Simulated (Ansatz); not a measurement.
The same path of FH + H4Sn (7 atoms, charge 0, multiplicity 1) was run twice with different band settings. Lost on the way: Sn1–H2, F6–H7. Made: Sn1–F6, H2–H7.

Method: RKS PBE0-D4/def2-SVP in Ansatz.

Relaxed end points:

```xyz
7
Properties=species:S:1:pos:R:3
Sn 0.212 0.000 -0.125
H 0.110 0.000 1.599
H 1.877 0.000 -0.521
H -0.533 1.410 -0.727
H -0.533 -1.410 -0.727
F -2.542 0.000 1.491
H -1.732 0.000 1.940
```

```xyz
7
Properties=species:S:1:pos:R:3
Sn -0.230 0.000 -0.805
H -0.650 0.000 3.597
H 1.316 0.000 -0.080
H -0.581 1.427 -1.673
H -0.581 -1.427 -1.673
F -1.494 0.000 0.681
H -0.922 0.000 2.883
```

Common settings: movable images 9; climbing image yes; optimiser quadratic models (default); start path through a guess of the saddle point; force threshold 0.03 eV/Å; iteration limit 60; end points relaxed.

| run | spring |
| --- | --- |
| 1 | 5.0 eV/Å² |
| 2 | 50.0 eV/Å² |

What does each run give, and how far can it be trusted?

Run 1: converged after 13 iterations, highest image 1.178 eV above the first end. A vibrational analysis at the climbing image gives 2 clearly imaginary modes (1105i, 140i cm⁻¹): a point of higher order. A lower path may pass nearby, or the ends, which weren't checked, may share the extra mode.
Run 2: converged after 10 iterations, highest image 1.178 eV above the first end. Another band between the same ends (9 images) ends at a top of the same energy, where a vibrational analysis finds 2 clearly imaginary modes.
The orbitals stay closed-shell, which can raise the energy where a bond breaks towards radicals; this wasn't checked here.
